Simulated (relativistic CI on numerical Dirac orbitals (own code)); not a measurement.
## Electric-dipole transitions in Tl+

Method of calculation: Dirac-Coulomb-Breit CI, separate exchange-only KLI orbitals for each configuration, QED by a radiative potential, valence Slater integrals scaled by 0.85, P86 correlation estimate, and configurations built on the next ion tied to the tabulated ionisation energy (semi-empirical) (own radial code, finite nucleus).

Configurations in the expansion (outside the closed core [Xe] 4f14): 5d10.6s2, 5d10.6s.6p, 5d10.6s.7s, 5d10.6s.6d, 5d10.6s.7p, 5d10.6s.5f, 5d10.6s.7d, 5d10.6s.8s, 5d10.6s.6f, 5d10.6s.7f, 5d10.6p2, 5d10.6d2, 5d8.6s2.6p2, 5d9.6s2.6p, 5d10.6s.8p, 5d10.6s.5g, 5d10.6p.6d, 5d10.6s.8d, 5d9.6s.6p2, 5d9.6s2.7p, 5d10.6p.7s. Levels of other configurations are missing.

```tsv
λ vac (nm)	Lower	Upper	A (s⁻¹)	E lower (eV)	E upper (eV)
69.975	5d10.6s2 1S_0 [1]	5d10.6s.8p 1P°_1 [42]	3.05e+09	0.0000	17.7183
71.711	5d10.6s2 1S_0 [1]	5d10.6s.8p 3P°_1 [38]	2.21e+08	0.0000	17.2894
72.563	5d10.6s2 1S_0 [1]	5d10.6s.8p 1P°_1 [33]	3.47e+09	0.0000	17.0865
102.71	5d10.6s.6p 3P°_0 [2]	5d10.6s.8d 3D_1 [54]	1.36e+08	6.2379	18.3089
114.23	5d10.6s.6p 3P°_0 [2]	5d10.6s.7d 3D_1 [34]	2.59e+08	6.2379	17.0920
118.30	5d10.6s.6p 3P°_1 [3]	5d10.6s.7d 3D_2 [35]	3.16e+08	6.6232	17.1036
118.43	5d10.6s.6p 3P°_1 [3]	5d10.6s.7d 3D_1 [34]	1.92e+08	6.6232	17.0920
124.49	5d10.6s.6p 3P°_1 [3]	5d10.6s.7d 1D_2 [27]	7.69e+07	6.6232	16.5829
151.67	5d10.6s.6p 3P°_0 [2]	5d10.6s.6d 3D_1 [12]	8.05e+08	6.2379	14.4127
158.68	5d10.6s.6p 3P°_1 [3]	5d10.6s.6d 3D_2 [13]	9.52e+08	6.6232	14.4365
159.17	5d10.6s.6p 3P°_1 [3]	5d10.6s.6d 3D_1 [12]	4.43e+08	6.6232	14.4127
181.41	5d10.6s.6p 3P°_0 [2]	5d10.6s.7s 3S_1 [6]	1.24e+08	6.2379	13.0724
181.48	5d10.6s.6p 3P°_1 [3]	5d10.6s.7s 1S_0 [7]	7.23e+07	6.6232	13.4551
182.47	5d10.6s.6p 3P°_2 [4]	5d10.6s.6d 3D_3 [14]	1.02e+09	7.6824	14.4771
183.57	5d10.6s.6p 3P°_2 [4]	5d10.6s.6d 3D_2 [13]	2.22e+08	7.6824	14.4365
187.20	5d10.6s2 1S_0 [1]	5d10.6s.6p 3P°_1 [3]	2.51e+07	0.0000	6.6232
192.25	5d10.6s.6p 3P°_1 [3]	5d10.6s.7s 3S_1 [6]	3.18e+08	6.6232	13.0724
230.03	5d10.6s.6p 3P°_2 [4]	5d10.6s.7s 3S_1 [6]	4.09e+08	7.6824	13.0724
613.25	5d10.6s.7s 3S_1 [6]	5d10.6s.7p 3P°_2 [18]	9.19e+07	13.0724	15.0941
715.11	5d10.6s.7s 3S_1 [6]	5d10.6s.7p 3P°_1 [16]	5.85e+07	13.0724	14.8062
```

Terms are leading LS components. Brackets give the number of a level in order of energy, since labels repeat. The list gives strong lines, with weight on those to low levels, without configurations that were not tied to measured data, without lines whose two gauges differ by over a factor of 2.5, among the lowest 65 of 266 levels, so that lines to higher ones, which can be the strongest, are missing, and without lines across small gaps between configurations, and without 65 lines that miss the measured interval by over 3.5 %, start from a term whose rates miss tabulated ones by over 60 %, have gauges far apart or, lacking measured levels, span too small a gap for the errors found; lines with a level outside our table were not tested and can miss by more. Levels whose partners in the same complex of configurations lie outside the list can be far off, and so can their lines. Rates are taken at the computed energies, electric ones in the length gauge.

Configurations that consist of the next ion and one excited electron were tied to the tabulated ionisation energy; Rydberg ones are usually within 1,000 to 3,000 cm⁻¹ and the lowest ones within about 6,000 (9,000 in d shells), while levels on excited terms of the next ion carry the error of that term, and the other configurations can be misplaced by 10,000 cm⁻¹ or more. Rates follow the energies as ν³ (E1, M1) or ν⁵ (E2), so rates, branching and lifetimes can be off by large factors. The fine structure of a lone outer electron comes out too small, for d and f at times inverted, and misplaced configurations move strength between like terms. 16 of the 16 excited levels that our extract of the measured tables holds in this range could be paired (the sources list more); they are missed by 678 cm⁻¹ on average and 2809 at most, and levels without a partner can miss by more.

Q: From the table, what is the radiative lifetime of 5d10.6s.7s 3S_1?

A: The listed rates from this level add up to about 8.51e+08 s⁻¹, 99 % of its decay; with all channels τ = 1.17e-09 s.

LS names give the leading component of a level, which can be under half, so a name can repeat, a term be missing and a line seem to break the LS rules.
